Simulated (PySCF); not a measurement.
System: C6H11, charge 0, multiplicity 2. It need not be the lowest isomer of its formula. SMILES: [CH2]/C=C\C(C)C
Geometry from a B3LYP-D3(BJ)/def2-TZVP (Ansatz) optimisation:
```
C
H 1 1.0923
C 1 1.4953 2 109.21
C 3 1.3848 1 126.62 2 -5.47
C 4 1.3796 3 127.22 1 0.32
H 5 1.0806 4 120.70 3 179.99
H 5 1.0812 6 116.99 4 -180.00
H 3 1.0862 4 117.76 5 179.51
H 4 1.0864 5 116.67 6 -0.09
C 1 1.5351 2 107.93 3 120.30
H 10 1.0908 1 111.16 2 -59.97
H 10 1.0922 11 108.33 1 -121.93
H 10 1.0931 11 107.94 12 -116.54
C 1 1.5368 2 107.85 3 -120.07
H 14 1.0907 1 111.08 2 59.92
H 14 1.0924 15 108.40 1 121.87
H 14 1.0929 15 107.96 16 116.63
```
Charge 0, spin multiplicity 2.

Dispersion corrections to the total energy (kcal/mol) from the dftd3 and dftd4 libraries through PySCF: D3(BJ) without and D4 with the three-body term, each with the damping fitted for the functional named.

| functional | D3(BJ) | D4 |
|---|---|---|
| r2SCAN | -2.55 | -2.17 |
| LC-wPBE | ? | -8.75 |
| TPSS | -10.67 | -10.75 |
| CAM-B3LYP | -6.44 | -6.73 |
| B3LYP | -14.26 | ? |
| PBE | -8.61 | ? |
| HSE06 | -5.45 | -6.22 |

Question: Fill in the missing entries.

Answer: 
- LC-wPBE, D3(BJ): -7.81
- B3LYP, D4: -12.58
- PBE, D4: -7.97
